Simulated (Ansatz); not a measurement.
Reaction (redistribution): `C[NH][GeH]([Cl])[Cl]` + `OBC=S` → `[OH][GeH]([Cl])[Cl]` + `CNBC=S`

Computed with Ansatz on PBE0-D4/def2-TZVP structures; ΔE is electronic, products minus reactants. CCSD(T)/CBS adds triple-zeta CCSD(T) − MP2 to the extrapolated MP2 energy (def2 sets, frozen cores). DFT in def2-TZVPP. B3LYP here is the variant with VWN-RPA as its local correlation; programs differ in this. For Ge outer-core shells are correlated without core-valence functions, which leaves a few kJ/mol of doubt a bond. Scalar relativity is left out up to krypton. One conformer a species, not always the lowest.

`C[NH][GeH]([Cl])[Cl]`:

Cartesian coordinates in Å:
```
C 1.156 -0.101 -0.897
N 0.592 0.256 0.395
Ge -1.203 0.261 0.598
Cl -2.105 -1.630 0.073
Cl -1.572 0.591 2.676
H 1.076 -1.168 -1.139
H 2.211 0.182 -0.929
H 0.651 0.459 -1.687
H 1.075 -0.178 1.170
H -1.881 1.327 -0.260
```

`OBC=S`:

Z-matrix (Å, degrees):
```
B
C 1 1.568
O 1 1.350 2 116.9
H 1 1.198 2 121.3 3 -180.0
S 2 1.614 1 122.4 3 179.9
H 2 1.094 1 118.8 3 -0.1
H 3 0.961 1 113.6 2 -180.0
```

`[OH][GeH]([Cl])[Cl]`:

Cartesian coordinates in Å:
```
O 0.232 0.013 -1.427
Ge 0.121 -0.264 0.299
Cl -1.930 -0.445 0.870
Cl 0.909 1.422 1.351
H -0.230 0.804 -1.720
H 0.898 -1.530 0.627
```

`CNBC=S`:

```xyz
11

C    -0.355   -1.031   -1.029
N     0.284    0.257   -0.873
B     0.511    0.977    0.286
C     0.078    0.506    1.712
S    -1.464    0.367    2.182
H    -0.641   -1.420   -0.054
H    -1.260   -0.950   -1.637
H     0.319   -1.748   -1.507
H     0.590    0.664   -1.742
H     1.080    2.031    0.195
H     0.858    0.348    2.466
```

```json
{"level": "PBE-D4", "ΔE (kJ/mol)": "-33.7", "difference from CCSD(T)/CBS": "-8.5"}
{"level": "r2SCAN-D4", "ΔE (kJ/mol)": "-33.5", "difference from CCSD(T)/CBS": "-8.3"}
{"level": "r2SCAN", "ΔE (kJ/mol)": "-33.5", "difference from CCSD(T)/CBS": "-8.3"}
{"level": "PBE0", "ΔE (kJ/mol)": "-30.8", "difference from CCSD(T)/CBS": "-5.6"}
{"level": "B3LYP", "ΔE (kJ/mol)": "-29.6", "difference from CCSD(T)/CBS": "-4.4"}
{"level": "HF/def2-TZVPP", "ΔE (kJ/mol)": "-21.0", "difference from CCSD(T)/CBS": "4.2"}
{"level": "MP2/def2-TZVPP", "ΔE (kJ/mol)": "-25.7", "difference from CCSD(T)/CBS": "-0.5"}
{"level": "SCS-MP2/def2-TZVPP", "ΔE (kJ/mol)": "-24.4", "difference from CCSD(T)/CBS": "0.8"}
{"level": "CCSD(T)/def2-TZVPP", "ΔE (kJ/mol)": "-25.1", "difference from CCSD(T)/CBS": "0.1"}
{"level": "HF/def2-QZVPP", "ΔE (kJ/mol)": "-21.4", "difference from CCSD(T)/CBS": "3.8"}
{"level": "CCSD(T)/CBS", "ΔE (kJ/mol)": "-25.2", "difference from CCSD(T)/CBS": "0"}
```

Largest T1 diagnostic among the species: 0.016.

In def2-TZVPP, CCSD(T) changes the Hartree–Fock value by −4.2 kJ/mol (the triples alone add −1.3 kJ/mol) and MP2 by −4.7 kJ/mol.
